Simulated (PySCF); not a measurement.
Cl2Ge, neutral, multiplicity 1. Atoms are numbered in the order given.

```xyz
3

Ge     0.0000     0.0000     0.7225
Cl     0.0000     1.6711    -0.6800
Cl     0.0000    -1.6711    -0.6800
```

Coordinates come from a PBE0-D3(BJ)/def2-TZVP optimisation. The isomer is the one that the SMILES or the coordinates give; other isomers of the formula were not compared.

All values below come from TDA-PBE/def2-SVPD (PySCF 2.14.0).

Vertical excitations. Gas-phase values at a fixed geometry. State labels are in the subgroup C2v.

Computed lowest excited states:
| state | symmetry | energy (eV) | λ (nm) | f | main pairs |
|---|---|---|---|---|---|
| S1 | B1 | 3.82 | 325 | 0.019 | HOMO→LUMO 94 % |
| S2 | A2 | 3.87 | 321 | 0.000 | HOMO−1→LUMO 100 % |
| S3 | B2 | 4.81 | 258 | 0.038 | HOMO−2→LUMO 89 % |
| S4 | B1 | 5.21 | 238 | 0.016 | HOMO−4→LUMO 94 % |
| S5 | A1 | 5.56 | 223 | 0.006 | HOMO−3→LUMO 85 % |
| S6 | A2 | 6.13 | 202 | 0.000 | HOMO−5→LUMO 100 % |
| S7 | A1 | 6.37 | 195 | 0.098 | HOMO→LUMO+1 63 %, HOMO−1→LUMO+2 29 % |
| S8 | B2 | 6.53 | 190 | 0.035 | HOMO−1→LUMO+1 52 %, HOMO→LUMO+2 45 % |
| S9 | A1 | 6.72 | 185 | 0.121 | HOMO−1→LUMO+2 69 %, HOMO→LUMO+1 19 % |
| S10 | A2 | 6.94 | 179 | 0.000 | HOMO−2→LUMO+1 99 % |
| T1 | B1 | 2.78 | 446 | 0 | HOMO→LUMO 98 % |
| T2 | A2 | 3.73 | 333 | 0 | HOMO−1→LUMO 100 % |
| T3 | B2 | 4.03 | 308 | 0 | HOMO−2→LUMO 100 % |
| T4 | A1 | 4.53 | 274 | 0 | HOMO−3→LUMO 100 % |
Triplets are in the Tamm–Dancoff approximation.
